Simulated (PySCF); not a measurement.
## Spinor energies of Ga⁺ (gallium, charge +1)

Start: [Ar] 3d9 4s2 4p1; 3d3/2 filled at m_j = -3/2, -1/2, +1/2, +3/2; 3d5/2 filled at m_j = -3/2, -1/2, +1/2, +3/2, +5/2; 4p3/2 filled at m_j = +3/2. Calculated with PySCF 2.14 in x2c-TZVPall-2c (6s7p4d1f, 54 functions): generalised Hartree-Fock with the X2C-1e Hamiltonian and a Gaussian nucleus; one run each with spin-orbit coupling (SO) switched off, then screened by Boettger's factors. This is a chosen level, not necessarily the ground level.

```
spinor shell  electrons  ε, spin-free (eV)  ε, screened SO (eV)  weight of nominal j (screened SO)  rms radius, screened SO (bohr)
       1s1/2          2           -10462.3             -10462.1                              1.000                          0.0560
       2s1/2          2            -1363.0              -1362.9                              1.000                           0.235
       2p1/2          2            -1184.6              -1203.9                              0.999                           0.209
       2p3/2          4            -1184.6              -1175.3                              1.000                           0.212
       3s1/2          2            -198.44              -198.46                              1.000                           0.692
       3p1/2          2            -141.87              -145.79                              0.959                           0.721
       3d3/2          4            -50.960              -51.768                              0.836                           0.839
       3d5/2          5            -50.960              -50.392                              0.868                           0.848
       4s1/2          2            -22.735              -22.752                              0.999                            2.30
       4p3/2          1            -15.355              -15.286                              1.000                            2.85
```

**Question.** Where does 3p3/2 lie, and what is the 3p spin-orbit splitting (screened SO)?

**Answer.** At -139.99 eV, 5.804 eV above 3p1/2.

```csv
quantity,spin-free,screened SO
E (hartree),-1941.21972,-1941.28707
M_J,4,4
⟨J²⟩,20.017,20.016
⟨L²⟩,12.013,12.015
⟨S²⟩,2.003,2.005
```

Each row is a mean over spinors that exchange with the open shell spreads, by up to 8.945 eV (3p3/2).

Rows whose weight is well below 1 are mixtures of j = l ± 1/2: exchange outweighs spin-orbit coupling there, and the label is only the starting occupation.

Without spin-orbit coupling the j labels of p, d and f shells carry no meaning; the spin-free column gives the mean over the occupied spinors of each nl shell.
